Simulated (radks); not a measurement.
Species: the nitrogen ion N3+. Configuration: 1s1.5 2s2 2p0.5 (fractional occupations, a model configuration). Method: non-relativistic Kohn-Sham, MS2 meta-GGA, spin-polarised, spherical densities, point nucleus; open shells are filled with parallel spins first; meta-GGA in the generalised Kohn-Sham scheme; computed with a radial shooting solver on a logarithmic mesh with Libxc functionals.

Normalised radial functions P(r) = r R(r), r in bohr:

```
   r/bohr * 2p up (the largest magnitude, 0.976, reaches the edge; | marks zero)
  0.01939 *
  0.02349 *
  0.02869 |*
  0.03505 |*
   0.0428 |*
  0.05186 | *
  0.06335 |  *
  0.07737 |   *
  0.09375 |     *
   0.1145 |       *
   0.1399 |          *
   0.1708 |              *
    0.207 |                   *
   0.2528 |                         *
   0.3088 |                               *
   0.3771 |                                      *
    0.457 |                                             *
   0.5582 |                                                  *
   0.6817 |                                                      *
   0.8327 |                                                      *
    1.009 |                                                  *
    1.232 |                                          *
    1.505 |                                *
    1.824 |                     *
    2.228 |           *
    2.721 |     *
    3.323 | *
```

2p up: eigenvalue -61.836 eV, 0 radial nodes, <r> = 0.975 bohr, 90 % of the charge inside 1.59 bohr.
